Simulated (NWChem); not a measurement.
## A calculation on CH3ClMgS

SMILES: [Mg]([Cl])[S]C
```xyz
7

Mg     0.3202     0.1267     0.4200
Cl     0.7060     1.4610     2.1301
S     -0.0409    -1.2932    -1.3506
C     -1.5813    -0.6656    -2.1212
H     -2.4469    -0.7549    -1.4502
H     -1.7700    -1.2933    -3.0030
H     -1.4859     0.3748    -2.4619
```
Charge 0, spin multiplicity 1.

The numbers come from NWChem runs, not from measurements. Structure: optimised with PBE0/def2-SVP, a minimum by its harmonic frequencies. It is one conformer; others weren't searched.

Symmetry labels belong to the abelian group C1 used in the runs, with the axes of the coordinates shown.

The structure started from a generated list of species.

Problem. List the lowest 4 singlet excitations that CIS/def2-SVP gives, with oscillator strengths.

Solution. 
```json
[
 {"state": "1", "symmetry": "a", "energy (eV)": "5.02", "wavelength (nm)": "247", "f": "0.044"},
 {"state": "2", "symmetry": "a", "energy (eV)": "5.65", "wavelength (nm)": "219", "f": "0.001"},
 {"state": "3", "symmetry": "a", "energy (eV)": "6.14", "wavelength (nm)": "202", "f": "0.081"},
 {"state": "4", "symmetry": "a", "energy (eV)": "6.69", "wavelength (nm)": "185", "f": "0.028"}
]
```
